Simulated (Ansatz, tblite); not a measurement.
Two members of one family ((NbTe2)n off), computed with Ansatz in the gas phase; def2 core potentials for Nb, Te, no spin–orbit coupling. The two geometries come from different levels. Singlets are spin-restricted. A dash marks a value that wasn't run or was left out as unsound. The structures are stationary points that may keep the symmetry of their start. Remarks come from the PBE and PBE0 runs and from stability tests at other levels; not every state was tested.

First: NbTe2⁺ (singlet, charge 1, r2SCAN-D4/def2-TZVP geometry).

```xyz
3

Nb   -0.886   -0.425   -0.088
Te    0.715    0.046   -1.893
Te    0.171    0.380    1.980
```

| level | HOMO (eV) | LUMO (eV) | gap (eV) | vertical EA (eV) |
| --- | --- | --- | --- | --- |
| PBE-D4/def2-SVP | -10.05 | -9.80 | 0.24 | – |
| PBE-D4/def2-TZVP | -10.02 | -9.75 | 0.27 | 7.46 |
| r2SCAN-D4/def2-TZVP | -10.22 | -9.55 | 0.66 | 7.68 |
| PBE0-D4/def2-SVP | -10.91 | -8.81 | 2.10 | – |
| PBE0-D4/def2-TZVP | -10.88 | -8.74 | 2.13 | 7.71 |

Metal–donor distances: 2 × Te 2.46 Å. The relaxed triplet lies at -0.29 eV (r2SCAN0-D4/def2-TZVP) to 0.07 eV (RPA@PBE/def2-TZVP) from the singlet, so the order hangs on the level. The relaxed quintet lies at -0.25 eV (r2SCAN0-D4/def2-TZVP) to 1.03 eV (BLYP-D4/def2-TZVP) from the singlet, so the order hangs on the level. Remarks: triplet lower at PBE0, restricted, untested, triplet lowest at PBE0, spin-contaminated (⟨S²⟩ up to 0.88) (neutral doublet).

Second: Nb3Te4⁺ (singlet, charge 1, PBE-D4/def2-SVP geometry).

Cartesian coordinates in Å:
```
Nb 1.108 1.034 -0.460
Nb -0.291 -1.165 -1.035
Nb -1.289 0.649 0.652
Te 0.753 1.521 2.149
Te 2.327 -1.351 -0.504
Te -1.453 -1.958 1.244
Te -1.154 1.269 -2.047
```

Q: Estimate how these quantities change from the first to the second (second minus first).

A: 
```
              level  Δ HOMO (eV)  Δ LUMO (eV)  Δ gap (eV)  Δ vertical EA (eV)
    PBE-D4/def2-SVP         1.05         1.92        0.86                   –
   PBE-D4/def2-TZVP         1.09         1.91        0.82               -1.51
r2SCAN-D4/def2-TZVP         1.06         1.74        0.69               -1.68
   PBE0-D4/def2-SVP         0.89         1.56        0.67                   –
  PBE0-D4/def2-TZVP         0.94         1.56        0.62               -1.74
```

The relaxed triplet lies at 0.71 eV (r2SCAN-D4/def2-TZVP) to 0.87 eV (PBE0-D4/def2-TZVP) from the singlet. The relaxed quintet lies at 1.80 eV (r2SCAN-D4/def2-TZVP) to 2.01 eV (PBE0-D4/def2-TZVP) from the singlet. Remarks: restricted SCF unstable in HF.
